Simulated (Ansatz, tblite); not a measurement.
Spin states of the cluster Ta₂Te₄ (the lowest singlet isomer of a short search), each relaxed with r2SCAN-D4/def2-SVP in Ansatz. Electronic energies in the gas phase.

In the def2 sets Ta, Te take a core potential; there is no spin–orbit coupling. The xTB rows come from tblite. The structure comes from a short search, and lower isomers may exist.

Singlet geometry (Cs within 0.1 Å):

```xyz
6

Ta   -0.442    2.017   -0.316
Ta   -0.165   -0.385    0.108
Te   -1.091    1.345    2.136
Te    2.042   -1.497    1.324
Te    1.537   -2.013   -1.319
Te   -1.881    0.533   -1.933
```

Triplet geometry:

```xyz
6

Ta    0.081   -1.204    0.054
Ta   -0.027    1.043   -0.610
Te    2.245   -0.314   -1.431
Te    1.227    0.642    1.972
Te   -1.585    0.443    1.760
Te   -1.940   -0.609   -1.746
```

Quintet geometry:

```xyz
6

Ta    1.775   -0.199    1.092
Ta   -0.437    0.348    0.057
Te   -0.431   -1.249    2.281
Te   -2.329   -0.868   -1.680
Te    0.253   -0.479   -2.464
Te    1.170    2.448    0.714
```

⟨S²⟩: triplet 2.02 at PBE0-D4/def2-TZVP (pure 2.00), quintet 6.06 at PBE0-D4/def2-TZVP (pure 6.00).

Run but left out: HF/def2-TZVP, MP2/def2-TZVP (singlet: restricted singlet, unstable towards broken spin symmetry); B2PLYP/def2-TZVP (singlet: restricted singlet, unstable in another Hartree–Fock run and untested here).

Only these spin states were relaxed. Higher spins weren't run and may lie lower. The triplet has other bonds than the singlet, so the gap mixes isomer and spin.

Question: Estimate which spin state lies lowest at each of these levels, and by how much: GFN1-xTB; GFN2-xTB; PBE-D4/def2-TZVP; r2SCAN-D4/def2-TZVP; PBE0-D4/def2-TZVP.

Answer: 
| level | triplet − singlet (kJ/mol) | quintet − singlet (kJ/mol) | lowest of these |
| --- | --- | --- | --- |
| GFN1-xTB | 194.6 | 129.8 | singlet |
| GFN2-xTB | 208.1 | 127.5 | singlet |
| PBE-D4/def2-TZVP | -20.3 | 88.7 | triplet |
| r2SCAN-D4/def2-TZVP | -20.9 | 69.3 | triplet |
| PBE0-D4/def2-TZVP | -22.7 | 79.9 | triplet |

Change of the quintet − singlet gap on mixing in exact exchange, in kJ/mol: PBE to PBE0 (25 % exact exchange) -8.8. The xTB methods have no term that favours high spin, so they put low spin too low.
